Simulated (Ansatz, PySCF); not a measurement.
System: BOCl, charge 0, multiplicity 1. SMILES: O=BCl
Geometry from a B3LYP-D3(BJ)/def2-TZVP (Ansatz, an electronic-structure program) optimisation:
```
B
O 1 1.2048
Cl 1 1.6862 2 180.00
```

Wanted: atomisation energy, in kcal/mol. Set-up: no dispersion term unless named; spin-orbit terms left out; atomisation electronic, to ground-state atoms; six Cartesian d functions in 6-31G* and its kin unless marked 5d; non-relativistic; UHF or UKS for open shells; frozen cores in correlated levels. CBS(X,Y): correlation extrapolated as X^-3; Hartree-Fock from the larger set. Ab initio and DFT rows: single points at B3LYP-D3(BJ) geometries (Ansatz).

```tsv
species	coefficient	E at M06-2X/6-31G* (5d) (PySCF), Eh	E at wB97X-V/def2-TZVPD (Ansatz), Eh
O=BCl	-1	-560.27204	-560.30475
B atom	+1	-24.63917	-24.65384
Cl atom	+1	-460.09600	-460.08005
O atom	+1	-75.03133	-75.06921
```

Coupled cluster (Ansatz) is a level with limits of its own, used here on species with T1 under 0.025 (0.045 for open shells) and stable references: CCSD(T)/CBS(aug-cc-pV(T+d)Z,aug-cc-pV(Q+d)Z). Value to compare with, CCSD(T)/CBS(aug-cc-pV(T+d)Z,aug-cc-pV(Q+d)Z) (Ansatz): 315.6 kcal/mol. 1 Eh = 627.5095 kcal/mol.

### Question
Work the quantity out at each level, and compare with CCSD(T)/CBS(aug-cc-pV(T+d)Z,aug-cc-pV(Q+d)Z) (Ansatz).

### Answer

- M06-2X/6-31G* (5d): the sum of coefficient times E is 0.50554 Eh, or 317.23 kcal/mol. Result: 317.2 kcal/mol. Its difference against CCSD(T)/CBS(aug-cc-pV(T+d)Z,aug-cc-pV(Q+d)Z) (Ansatz) is 1.6 kcal/mol.
- wB97X-V/def2-TZVPD: the sum of coefficient times E is 0.50165 Eh, or 314.79 kcal/mol. Result: 314.8 kcal/mol. Its difference against CCSD(T)/CBS(aug-cc-pV(T+d)Z,aug-cc-pV(Q+d)Z) (Ansatz) is -0.8 kcal/mol.
